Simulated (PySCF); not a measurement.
Structure problem from calculated spectra and properties.

Formula: C4H10OSi.

| Item | Value |
| --- | --- |
| UV, first state | lowest singlet excitation: 6.93 eV (179 nm, f = 0.004) [TDDFT PBE0/def2-SVPD] |
| Polarisability | 75.6 au [PBE0/def2-SVPD] |
| Dipole | 0.36 D [PBE0/def2-SVPD] |
| UV, strongest line | among the 6 lowest singlet transitions: S4 at 7.80 eV (159 nm, f = 0.040) [TDDFT PBE0/def2-SVPD] |
| 1H NMR | chemical shifts (computed TMS as zero) by class: 4.66 (2 H), 3.83 (3 H), 0.63 (2 H), 0.07 (2 H), -0.14 (1 H) ppm [GIAO PBE0/pcSseg-1] |
| NMR, other nuclei | isotropic shieldings of nuclei other than C and H, by class: 335 (1 O), 357 (1 Si) ppm [GIAO PBE0/pcSseg-1] |
| 13C NMR | chemical shifts (computed TMS as zero) by class: 54.1 (1 C), 3.4 (2 C), -4.5 (1 C) ppm [GIAO PBE0/pcSseg-1] |
| Rotational structure | rotational constants A, B, C: 9.199, 1.344, 1.288 GHz [GFN2-xTB] |

The electronic properties come from PySCF, for the isolated species, density fitting. Levels stand in brackets. NMR shifts are as computed; neighbouring signals can stand in another order in a measured spectrum. Isolated species at its GFN2-xTB geometry (one conformer only). Each NMR value is the plain mean over a class of atoms that symmetry, rotation or inversion makes alike.

Problem. Give a SMILES that accounts for the data.

Solution. Numbering: `[CH3:1][O:2][SiH2:3][CH:4]1[CH2:5][CH2:6]1`. Its formula, C4H10OSi, gives 1 degree of unsaturation: 1 ring and 0 π bonds in the structure found. 4 carbons fall into 3 classes; from least to most shielded: methoxy carbon [C1] (54.1 ppm), three-membered-ring carbon [C5/C6] (3.4 ppm, 2 C, up to 6.3 ppm apart in this geometry), ring sp3 carbon bound to silicon [C4] (-4.5 ppm). Hydrogen classes from least to most shielded: 2 H on an oxygen-bound silicon, Si3 (4.66 ppm, a mean of values up to 0.6 ppm apart in this geometry), 3 H on a methoxy carbon, C1 (3.83 ppm), 2 H on 2 three-membered-ring carbons, C5/C6 (0.63 ppm), 2 H on 2 three-membered-ring carbons, C5/C6 (0.07 ppm), 1 H on an sp3 carbon bound to silicon, C4 (-0.14 ppm). The other shieldings belong to: 335 ppm, silyl ether oxygen [O2]; 357 ppm, oxygen-bound silicon [Si3]. The optimised geometry has point group C1 and is an asymmetric top. Structure: `CO[SiH2]C1CC1`. Computed isomers that give other values at the same levels: `CO[C@@H]1C[Si@H]1C` (13C chemical shifts (computed TMS as zero) by class: 67.5 (1 C), 63.9 (1 C), 7.0 (1 C), -8.2 (1 C) ppm); `C=C[C@@H](C)[SiH2]O` (13C chemical shifts (computed TMS as zero) by class: 152.3 (1 C), 117.0 (1 C), 33.6 (1 C), 14.3 (1 C) ppm); `C[Si@@H]1CCCO1` (13C chemical shifts (computed TMS as zero) by class: 71.7 (1 C), 29.0 (1 C), 12.4 (1 C), -0.7 (1 C) ppm). The assignments are read from this structure; whether some other isomer fits the data as well wasn't checked.

The values belong to the conformer `[CH3:1][O:2][SiH2:3][CH:4]1[CH2:5][CH2:6]1`: C1–O2–Si3–C4 179°, O2–Si3–C4–C5 117°.
